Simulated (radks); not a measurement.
The numbers below are computed, except where a source is named.
Ionisation of Hf+, [Xe] 4f14 5d1 6s2, to Hf2+, [Xe] 4f14 5d2, under several functionals. Dirac Kohn-Sham, spin-unpolarised, spherical densities, point nucleus; open shells fill j = l - 1/2 first; a radial shooting solver on a logarithmic mesh with Libxc functionals.

| functional | E(Hf+) (hartree) | Exc (hartree) | IE (eV) | -e(HOMO) (eV) | <r> HOMO (bohr) | IE error (eV) |
|---|---|---|---|---|---|---|
| LDA (Slater exchange, VWN5 correlation) | -15088.4337 | -300.3189 | 15.597 | 11.219 | 2.126 | +0.987 |
| PW91 | -15099.0283 | -311.0155 | 15.340 | 11.014 | 2.132 | +0.730 |
| XLYP | -15099.2979 | -311.2732 | 15.495 | 10.845 | 2.139 | +0.885 |
| AM05 | -15088.7535 | -300.6425 | 15.199 | 10.963 | 2.127 | +0.589 |
| SOGGA | -15092.3323 | -304.2493 | 15.134 | 10.885 | 2.132 | +0.524 |

NIST Atomic Spectra Database: 14.61 eV (theoretical). Closest: SOGGA. The Delta-SCF values span 0.46 eV, the total energies 10.86 hartree. The highest occupied level is 5d3/2. Spin polarisation and multiplet splitting are left out, so open shells lie too high by an amount that depends on their filling.

Beside tabulated values, note that spin-unpolarised runs miss the spin-polarisation part of the exchange energy of open shells.
